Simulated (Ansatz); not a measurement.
K₈F₈⁺ (relaxed from a model of 1x4x4 KF rock-salt block, whose bonding it doesn't keep). Charge 1, multiplicity 2. Geometry PBE-D4/def2-SVP, that of the neutral singlet; atoms count from 1.

```
atom   x (Å)   y (Å)   z (Å)
  K1   3.292  -1.631   1.231
  F2   1.098  -1.841   2.289
  K3   0.986   0.626   3.008
  F4  -1.211   1.456   3.585
  F5   3.097   0.783   1.534
  K6  -0.218  -1.574   0.256
  F7  -0.281   1.027   0.370
  K8  -2.431   1.726   1.613
  K9   2.096   1.299  -0.670
 F10   0.838   1.211  -2.910
 K11  -1.392   1.367  -1.890
 F12  -3.524   0.812  -0.525
 F13   2.051  -1.401  -1.004
 K14   0.905  -1.203  -3.193
 F15  -1.469  -1.359  -2.146
 K16  -3.838  -1.298  -1.547
```

The gap within one spin of the charge 1 doublet nearly closes, so an electron or hole may be smeared out by delocalisation error.

Problem. Estimate the Mulliken populations from the PBE/def2-SVP orbitals of Ansatz.

Solution. 
| atom | charge (e) | spin (α − β) |
| --- | --- | --- |
| K1 | 0.60 | 0.00 |
| F2 | -0.43 | 0.18 |
| K3 | 0.52 | -0.01 |
| F4 | -0.38 | 0.32 |
| F5 | -0.42 | 0.20 |
| K6 | 0.57 | 0.00 |
| F7 | -0.47 | 0.03 |
| K8 | 0.57 | 0.00 |
| K9 | 0.53 | 0.00 |
| F10 | -0.43 | 0.17 |
| K11 | 0.49 | 0.00 |
| F12 | -0.47 | 0.08 |
| F13 | -0.48 | 0.03 |
| K14 | 0.60 | 0.00 |
| F15 | -0.48 | 0.01 |
| K16 | 0.68 | 0.00 |
Mulliken values depend strongly on the basis.

Problem. Where does the spin sit?

Solution. Summed by element: K -0.02, F 1.02, of 1 unpaired in all. Largest on single atoms: F4 0.32, F5 0.20, F2 0.18.

Problem. And the Mayer bond orders between heavy atoms (over 0.3)?

Solution. K3–F4 0.32 (2.42 Å); F4–K8 0.34 (2.33 Å); F12–K16 0.35 (2.36 Å).
